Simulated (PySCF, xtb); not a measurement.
C₄H₂BrCl, SMILES C#C/C=C(/Cl)Br.

GFN2-xTB in xtb 6.7.1 at its own geometry gives an orbital gap of 3.44 eV and a dipole moment of 2.80 D.

Geometry: r2SCAN-D4/def2-SVP. The structure was generated by enumeration; whether it is a known compound was not checked.

Task: What does M06-2X/def2-TZVP (PySCF) give? (An estimate is asked for; the answer gives what the named calculation found.)

Result: gap 7.34 eV (levels -8.14 and -0.80 eV), dipole 0.97 D.
